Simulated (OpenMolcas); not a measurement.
Ag3+ with 6 ligands (water) in octahedral coordination (Th). Ligand basis ANO-RCC-VDZP.

```json
{"Program": "OpenMolcas 26.06", "Method": "CASSCF", "Basis": "ANO-RCC-VTZP [7s6p4d2f1g]", "Scalar Hamiltonian": "DKH2, point nucleus", "Active space": "8 electrons in 5 orbitals (4d)", "State averaging": "2S+1 = 3 even, 10 roots; 2S+1 = 1 even, 15 roots", "Spin-orbit coupling": "RASSI with atomic mean-field integrals over the reference wave functions"}
```

All ligands move together. At R = 2.01 Å |10Dq| is 21765 cm-1, and at R = 2.15 Å it is 15412 cm-1.

Task: A third run gives 16983 cm-1. What distance was it run at?

Result: With a power law R^-n the two known points give n = -ln(15412 / 21765) / ln(2.15 / 2.01) = 5.13. Then R = 2.01 × (21765 / 16983)^(1/5.13) = 2.110 Å. The run was at 2.11 Å, so the estimate is off by 0 Å.

Without dynamic correlation the repulsion within the d shell is too large (B by tens of per cent), so at a given field states of lower spin stand too high. Real 4d8 and 5d8 ions are as a rule square planar and diamagnetic. With metal d orbitals alone the field can be off either way by tens of per cent. Ligand-to-metal charge-transfer states are missing. With no ligand orbital active B as a rule stays too high, so bands that hang on it stand too high and its fall with covalency is understated. The least metal-like active orbital is 77 % on the metal (Löwdin) and no ligand orbital is active, so the numbers are rough (holds for R = 2.01). The least metal-like active orbital is 78 % on the metal (Löwdin) and no ligand orbital is active, so the numbers are rough (holds for R = 2.11). The least metal-like active orbital is 79 % on the metal (Löwdin) and no ligand orbital is active, so the numbers are rough (holds for R = 2.15). No measured value stands beside these numbers; the geometry was imposed, not optimised, and the real ion may take another.
